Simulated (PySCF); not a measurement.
How methods differ on the ionisation energy of Fe²⁰⁺

Fe²⁰⁺ [He] 2s2 2p2 (3P) → Fe²¹⁺ [He] 2s2 2p1 (2P), as a difference of total energies. Computed with PySCF 2.14 in an uncontracted even-tempered set (17 s from 4.2 bohr⁻², ratio 2.2; 11 p from 5.5 bohr⁻², ratio 2.2; 6 d from 24 bohr⁻², ratio 2.4; 5 f from 35 bohr⁻², ratio 2.4; 4 g from 53 bohr⁻², ratio 2.4), with the non-relativistic Hamiltonian (point nucleus). Correlated levels: nothing frozen; virtual orbitals above 40 to 60 times the deepest correlated orbital energy dropped. The calculations carry no spin-orbit coupling.

| method | ionisation energy (eV) |
| --- | --- |
| UHF | 1680.5 |
| LDA | 1679.4 |
| PBE | 1680.3 |
| PBE0 | 1680.6 |
| r2SCAN | 1682.2 |
| r2SCAN0 | 1682.0 |
| PW91 | 1681.0 |
| MP2 (all electrons) | 1680.3 |
| SCS-MP2 (all electrons) | 1679.9 |

A first-order spin-orbit estimate (lowest level to lowest level, LS coupling) adds -0.345 eV.

These non-relativistic numbers lack the scalar-relativistic shift.

For comparison: 1687 ± 1 eV (semi-empirical (NIST evaluation); NIST Atomic Spectra Database, ionization energies).
